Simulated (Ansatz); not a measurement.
Reaction (redistribution): `CN(C)[Si](O)(O)O` + `O[SiH2][O][GeH3]` → `O[SiH2]O[Si](O)(O)O` + `C[N](C)[GeH3]`

Program: Ansatz. Geometries: PBE0-D4/def2-TZVP. ΔE: electronic, gas phase. CBS: MP2 limit from def2 TZ/QZ plus the TZ coupled-cluster correction, frozen cores. DFT in def2-TZVPP. B3LYP here is the variant with VWN-RPA as its local correlation; programs differ in this. For Ge outer-core shells are correlated without core-valence functions, which leaves a few kJ/mol of doubt a bond. Scalar relativity is left out up to krypton. Each species was taken in one conformer, which may not be the lowest.

(1) Is it downhill or uphill in electronic energy at CCSD(T)/CBS, and by how much? (Best estimate.)

(2) What do these levels give: r2SCAN, PBE0, B3LYP, SCS-MP2/def2-QZVPP, MP2/CBS(def2), CCSD/CBS(def2)? (Best estimate.)

Largest T1 diagnostic among the species: 0.012.

## Answers

(1) Ansatz gave: Downhill: ΔE = -0.40 eV.

(2) The calculation gave: r2SCAN -0.38, PBE0 -0.36, B3LYP -0.35, SCS-MP2/def2-QZVPP -0.37, MP2/CBS(def2) -0.41, CCSD/CBS(def2) -0.41 eV.
